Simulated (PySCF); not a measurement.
Chain-length series, n-germane amino/formyl (end groups after the name). All species are isolated molecules in the gas phase. One relaxed conformer stands for each flexible species; it need not be the lowest. Strings in code marks are SMILES.

The HOMO–LUMO gap from two functionals at the same geometries (PBE0-D4/def2-SVP), both in PySCF: PBE-D3(BJ)/def2-TZVP and PBE0-D4/def2-TZVP. 

| species | PBE-D3(BJ)/def2-TZVP (eV) | PBE0-D4/def2-TZVP (eV) |
|---|---|---|
| n = 1 (`[NH2][GeH2][CH]=O`) | 2.78 | 5.33 |
| n = 2 (`[GeH2]([GeH2][CH]=O)[NH2]`) | 2.89 | 5.36 |
| n = 4 (`[GeH2]([GeH2][GeH2][GeH2][NH2])[CH]=O`) | 2.75 | 5.01 |
| n = 5 (`[GeH2]([GeH2][NH2])[GeH2][GeH2][GeH2][CH]=O`) | 2.75 | 4.97 |

Over these rows, drawn at random from the members with no instability flagged (it was tested for open shells, ions and some series alone), PBE minus PBE0-D4: mean -2.38 eV, from -2.55 eV to -2.22 eV.
